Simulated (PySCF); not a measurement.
# From computed data to an observable: oscillator strength and radiative lifetime

Ga(OH)2(SeH) (GaH₃O₂Se), SMILES [OH][Ga]([OH])[SeH].

Geometry: PBE-D3(BJ)/def2-SVP. The structure was generated by enumeration; whether it is a known compound was not checked. One conformer was computed; it need not be the lowest.

TDA-PBE/def2-SVPD (PySCF) puts the first singlet state with f over 0.02 at 5.96 eV (vertical), with the transition dipole (0.000, 0.000, -0.519) in atomic units.

**Question.** Find the oscillator strength, the wavelength and the radiative lifetime that this transition would have in vacuum if emission retraced absorption.

**Answer.** 
|μ|² = 0.2694 au, so |μ| = 1.32 D. ΔE = 5.96/27.211 = 0.2190 hartree. f = (2/3) ΔE |μ|² = 0.039 (the program prints 0.039).
λ = 1239.84/5.96 = 208 nm; ν = 48071 cm⁻¹.
Einstein's coefficient A = 0.6670 ν² f s⁻¹ (ν in cm⁻¹) = 6.1e7 s⁻¹, so τ = 1/A = 16 ns. This state is S5; the lower singlets have f = 0.015, 0.000, 0.003, 0.002. The figure is the radiative limit of this one transition; relaxation, internal conversion, crossing to triplets and a medium change what is measured.
